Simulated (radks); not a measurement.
Values are calculated unless marked as measured or tabulated.
Q: Excited configurations of Eu+: one electron is placed in a higher orbital outside [Xe] 4f7. The ground configuration is [Xe] 4f7 6s1. Code: a radial shooting solver on a logarithmic mesh with Libxc functionals. Model: scalar-relativistic Kohn-Sham, PBE, spin-polarised, spherical densities, point nucleus; open shells are filled with parallel spins first (spin-orbit coupling, left out, can overturn this in heavy ions). Excitation = E - E(ground); binding = E(ion) - E, where the ion is the core of charge +2; n* = 2/sqrt(2 binding) in atomic units, and the quantum defect is n - n*.

| outer orbital | excitation (eV) | binding (eV) | n* | quantum defect | eigenvalue (eV) | <r> (bohr) |
|---|---|---|---|---|---|---|
| 5d | 1.483 | 10.049 | 2.327 | 2.673 | -6.387 | 2.912 |
| 5f | 7.911 | 3.620 | 3.877 | 1.123 | -2.613 | 8.513 |
| 6p | 3.283 | 8.249 | 2.569 | 3.431 | -6.305 | 4.816 |
| 6d | 6.673 | 4.859 | 3.347 | 2.653 | -3.705 | 7.422 |
| 6f | 9.081 | 2.451 | 4.712 | 1.288 | -1.874 | 14.53 |
| 7p | 7.054 | 4.478 | 3.486 | 3.514 | -3.546 | 9.245 |
| 7d | 8.540 | 2.992 | 4.265 | 2.735 | -2.365 | 13.04 |
| 7f | 9.771 | 1.760 | 5.560 | 1.440 | -1.394 | 21.78 |

Estimate the row for 7s.

A: excitation (eV) 5.930; binding (eV) 5.602; n* 3.117; quantum defect 3.883; eigenvalue (eV) -4.491; <r> (bohr) 7.723. The Delta-SCF ionisation energy is 11.532 eV (NIST Atomic Spectra Database: 11.24 eV, semi-empirical). Self-interaction in the functional shifts the binding energies and quantum defects, so they are the method's values and not measured ones. Open shells are spherical and high-spin; term and fine-structure splittings are not resolved. Spin-orbit splitting is averaged out at the scalar-relativistic level.
